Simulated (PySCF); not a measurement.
Species: C₂H₉FO₂Si₂.
Atom-mapped SMILES: `[OH:1][SiH:2]([OH:3])[C@H:4]([SiH3:5])[CH2:6][F:7]` (hydrogens: H8 on O1; H9 on Si2; H10 on O3; H11 on C4; H12, H13, H14 on Si5; H15, H16 on C6)

Computed, not measured: TDDFT CAM-B3LYP/def2-SVPD, vertical, gas phase, core orbitals frozen in the response in PySCF 2.14.0, density-fitted response routines. Isolated species at its GFN2-xTB geometry (one conformer only). Torsions of this conformer, `[OH:1][SiH:2]([OH:3])[C@H:4]([SiH3:5])[CH2:6][F:7]`: O1–Si2–C4–Si5 -60°, Si2–C4–C6–F7 58°, H–O1–Si2–O3 32°, H–O3–Si2–O1 163°.

Computed singlets:

| state | E (eV) | f |
| --- | --- | --- |
| S1 | 7.53 | 0.0088 |
| S2 | 7.60 | 0.0005 |
| S3 | 7.88 | 0.015 |
| S4 | 8.25 | 0.0072 |
| S5 | 8.42 | 0.072 |
| S6 | 8.53 | 0.159 |
| S7 | 8.55 | 0.141 |
| S8 | 8.66 | 0.0039 |

Q: How much of the mean static polarisability do these states give, one by one?

A: Each state adds f / ΔE² (ΔE in hartree, 27.2114 eV).

```csv
state,f/ΔE² (au),running sum (au),running share of α (%)
S1,0.12,0.12,0.1
S2,0.01,0.12,0.1
S3,0.18,0.30,0.4
S4,0.08,0.38,0.5
S5,0.75,1.13,1.4
S6,1.62,2.75,3.3
S7,1.43,4.18,5.1
S8,0.04,4.22,5.1
```

The full response gives 82.64 au (12.25 Å³), so 78.4 au comes from the higher roots of the same equations.

Q: By how much does the contribution of these states grow at 532 nm?

A: With ω = 0.0856 hartree each state's term in the mean polarisability goes from f / ΔE² to f / (ΔE² − ω²); the sum over all 8 states goes from 4.22 to 4.57 au, a rise of 0.35 au.

The largest single term belongs to S6, which also has the largest f.

The run took 2.1 min (with the writing of density and orbital grids) on one thread of an Arm Neoverse N1, no GPU (shared host), and the process peaked at 1.1 GiB of memory.

Without π bonds the low states are Rydberg-like; a valence basis with one diffuse set may place them up to an eV too high.
